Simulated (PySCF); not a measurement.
Job file and geometry (Å, from GFN2-xTB) of an NMR shielding run on SMILES c1ccc(-c2cnn[n-]2)cc1, [C$_{8}$H$_{6}$N$_{3}$]-, GIAO PBE0/pcSseg-1 NMR shielding, non-relativistic, gas phase in PySCF 2.14.0, density-fitted response routines; density fitting, a coarse starting grid and PySCF grid level 2 are the driver's defaults:

```
$ OMP_NUM_THREADS=1 python probes_run.py task.json out

{"job": {"kind": "nmr", "xc": "PBE0", "basis": "pcSseg-1"}, "charge": -1, "multiplicity": 1}
C      2.635459     0.188978    -0.039790
C      2.063728    -0.946520     0.517973
C      0.694300    -1.089429     0.562746
C     -0.153892    -0.099223     0.047243
C     -1.577286    -0.266542     0.101628
C     -2.619340     0.566470    -0.340681
N     -3.771523    -0.036582    -0.062138
N     -3.470449    -1.192721     0.526615
N     -2.185334    -1.358349     0.638394
C      0.438992     1.039543    -0.513674
C      1.810975     1.177987    -0.553967
H      3.712214     0.301919    -0.073884
H      2.702388    -1.724489     0.921234
H      0.237542    -1.967305     0.995010
H     -2.584527     1.529527    -0.824689
H     -0.189379     1.820410    -0.920277
H      2.249134     2.068353    -0.991654
```

Question: What does the program print?

Answer: 
```
coarse grid: 15600 points
cycle   1  E = -472.0047459611  dE =  2.177e+00  |g| = 4.575e-01  |ddm| = 4.521e+00
cycle   2  E = -472.0249833226  dE = -2.024e-02  |g| = 4.269e-01  |ddm| = 1.696e+00
cycle   3  E = -472.0694256878  dE = -4.444e-02  |g| = 9.795e-02  |ddm| = 7.159e-01
cycle   4  E = -472.0708992878  dE = -1.474e-03  |g| = 4.799e-02  |ddm| = 1.111e-01
cycle   5  E = -472.0713938750  dE = -4.946e-04  |g| = 1.028e-02  |ddm| = 6.302e-02
cycle   6  E = -472.0714073683  dE = -1.349e-05  |g| = 7.395e-03  |ddm| = 1.950e-02
cycle   7  E = -472.0714198408  dE = -1.247e-05  |g| = 8.788e-04  |ddm| = 8.222e-03
cycle   8  E = -472.0714199616  dE = -1.208e-07  |g| = 4.977e-04  |ddm| = 1.438e-03
final grid: 154872 points
cycle   9  E = -472.1324433394  dE = -4.000e-05  |g| = 7.354e-03  |ddm| = 6.010e-02
cycle  10  E = -472.1324417671  dE =  1.572e-06  |g| = 8.010e-03  |ddm| = 2.048e-02
cycle  11  E = -472.1324566159  dE = -1.485e-05  |g| = 1.870e-03  |ddm| = 9.816e-03
cycle  12  E = -472.1324574651  dE = -8.492e-07  |g| = 3.889e-04  |ddm| = 2.292e-03
cycle  13  E = -472.1324574971  dE = -3.204e-08  |g| = 1.423e-04  |ddm| = 5.191e-04
cycle  14  E = -472.1324575015  dE = -4.431e-09  |g| = 4.121e-05  |ddm| = 1.698e-04
cycle  15  E = -472.1324575018  dE = -3.107e-10  |g| = 2.094e-05  |ddm| = 7.472e-05
converged SCF energy = -472.1324575018

GIAO shielding tensors (ppm)
atom      isotropic    diamagn.    paramagn.     s11        s22        s33       span
  0 C       66.516     253.245    -186.730    -36.912     65.167    171.292    208.204
  1 C       55.276     253.817    -198.542    -56.469     50.663    171.632    228.101
  2 C       58.274     247.906    -189.632    -40.499     41.681    173.640    214.139
  3 C       40.082     254.309    -214.227    -53.511      2.084    171.672    225.183
  4 C       40.476     239.102    -198.626    -23.765     33.913    111.279    135.044
  5 C       53.485     250.780    -197.295    -42.073     70.743    131.785    173.858
  6 N     -115.013     338.777    -453.790   -305.016   -203.066    163.044    468.060
  7 N     -168.102     318.980    -487.082   -433.006   -190.456    119.156    552.162
  8 N     -109.665     324.771    -434.435   -311.270   -196.371    178.647    489.917
  9 C       60.911     249.818    -188.907    -34.690     52.808    164.614    199.304
 10 C       56.141     253.027    -196.886    -55.483     52.546    171.360    226.843
 11 H       25.272      30.309      -5.037     22.372     26.092     27.351      4.979
 12 H       24.599      30.475      -5.876     21.649     24.853     27.296      5.647
 13 H       22.802      32.325      -9.522     17.410     23.236     27.761     10.352
 14 H       23.890      32.685      -8.795     22.059     22.179     27.430      5.371
 15 H       24.068      33.911      -9.843     19.153     23.867     29.184     10.031
 16 H       24.677      30.738      -6.061     21.655     25.084     27.290      5.635
```

Question: Turn these shieldings into chemical shifts. Referencing at the same level of theory: TMS for ¹³C (σ = 186.93 ppm), ¹H (σ = 31.72 ppm); ¹⁵N (σ = 267.73 ppm) against NH3.

Answer: Averaging equivalent atoms: C 3: 146.8; C 4: 146.4; C 5: 133.4; C 1/10: 131.2; C 2/9: 127.3; C 0: 120.4; N 7: 435.8; N 6: 382.7; N 8: 377.4; H 13/15: 8.28; H 14: 7.83; H 12/16: 7.08; H 11: 6.44 ppm. Experimental scales use liquid or dissolved standards, which lie at an offset from isolated NH3 (liquid NH3: subtract about 20 ppm). Unscaled 15N shifts of sp2 nitrogen come out 20 to 40 ppm too high even then.

Size and cost of the density-fitted run: 217 basis functions, 50 s wall time on 1 thread of an Arm Neoverse V1, shared host; peak memory 0.95 GiB.
